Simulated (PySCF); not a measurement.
ClHOZn. Atoms are numbered in the order given.

```xyz
4

Zn     0.0071     0.3436     0.0000
Cl    -0.0006    -1.7546     0.0000
O     -0.1160     2.1166     0.0000
H      0.7240     2.5857     0.0000
```

Geometry optimised at B3LYP-D3(BJ)/def2-TZVP. Other conformers were not sampled.

Calculation: PBE0/pcSseg-2 run with PySCF.

GIAO shieldings, no solvent; atoms alike by connectivity are averaged. δ = σ(ref) − σ: ³⁵Cl against HCl (σ = 943.3 ppm); ¹⁷O against H2O (σ = 327.8 ppm); ¹H against TMS (σ = 31.54 ppm), references at their B3LYP-D3(BJ)/def2-TZVP geometries, non-relativistic (without spin–orbit terms, shifts of atoms bonded to Cl or Br come out too high).

```json
[
 {"atoms": "Cl2", "nucleus": "³⁵Cl", "count": "1", "δ (ppm)": "-117.3"},
 {"atoms": "O3", "nucleus": "¹⁷O", "count": "1", "δ (ppm)": "0.1"},
 {"atoms": "H4", "nucleus": "¹H", "count": "1", "δ (ppm)": "___"}
]
```

**Question.** Some entries are withheld; supply them. (An estimate is asked for; the answer gives what the named calculation found.)

**Answer.** 
- H4, δ (ppm): 1.03
